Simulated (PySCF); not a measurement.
1-bromo-1,1-dichloroethane (C2H3BrCl2), SMILES CC(Cl)(Cl)Br. Heavy atoms are numbered as in [CH3:1][C:2]([Cl:3])([Cl:4])[Br:5]. Hydrogens are named by the atom that carries them.

Geometry: B3LYP-D3(BJ)/def2-SVP.

Level of theory: CAM-B3LYP/def2-TZVP (PySCF).

ESP charges are fitted to the potential on shells at 1.4 to 2.0 van der Waals radii. Atomic charges (e), one atom of each kind:

| atom | ESP fit | Löwdin |
|---|---|---|
| C1 (CH3) | -0.67 | ? |
| C2 | -0.28 | -0.99 |
| Cl3 | 0.05 | ? |
| Br5 | 0.04 | ? |
| H on C1 | 0.26 | 0.13 |

Problem. Complete the blanks. (An estimate is asked for; the answer gives what the named calculation found.)

Solution. 
- C1 (CH3), Löwdin: -0.35
- Cl3, Löwdin: 0.34
- Br5, Löwdin: 0.26

Computed Mayer and Wiberg (Löwdin basis) orders of the bonds:
```tsv
bond	Mayer	Wiberg
C1–C2	0.97	1.34
C2–Cl3	1.14	1.60
C2–Cl4	1.14	1.60
C2–Br5	1.09	1.48
```
